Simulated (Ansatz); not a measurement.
Consider the ligand exchange at the Si–F bond: `BN[SiH2]F` + HCl → `BN[SiH2]Cl` + H–F.

Computed with Ansatz on PBE0-D4/def2-TZVP structures; ΔE is electronic, products minus reactants. CCSD(T)/CBS adds triple-zeta CCSD(T) − MP2 to the extrapolated MP2 energy (def2 sets, frozen cores). This one scheme is used for every species. DFT in def2-TZVPP. B3LYP here is the variant with VWN-RPA as its local correlation; programs differ in this. Each species was taken in one conformer, which may not be the lowest.

```csv
level,ΔE (kJ/mol),difference from CCSD(T)/CBS
LDA (SPW92),39.5,-1.7
PBE-D4,35.2,-6.0
revPBE-D4,32.0,-9.2
r2SCAN-D4,43.7,2.5
BHLYP-D4,47.1,5.9
ωB97X-V,44.7,3.5
PBE-QIDH,38.7,-2.5
PBE,38.6,-2.6
BLYP,51.8,10.6
B3LYP,50.7,9.5
CAM-B3LYP,54.1,12.9
RPA@PBE/def2-TZVPP,48.8,7.6
CCSD(T)/def2-SVP,45.8,4.6
SCS-MP2/def2-TZVPP,46.0,4.8
CCSD(T)/def2-TZVPP,45.1,3.9
HF/def2-QZVPP,57.7,16.5
CCSD(T)/CBS,41.2,0
```

Largest T1 diagnostic among the species: 0.012.

In def2-TZVPP, CCSD(T) changes the Hartree–Fock value by −10.9 kJ/mol (the triples alone add −2.3 kJ/mol) and MP2 by −16.0 kJ/mol. Leaving LDA and LC-ωPBE aside and taking each functional with its dispersion term where it has one, the values, not all of them listed here, spread over 18.8 kJ/mol, from revPBE-D4 to CAM-B3LYP-D4. At CCSD(T), def2-SVP lies +4.6 kJ/mol from the extrapolated value and def2-TZVPP +3.9 kJ/mol.
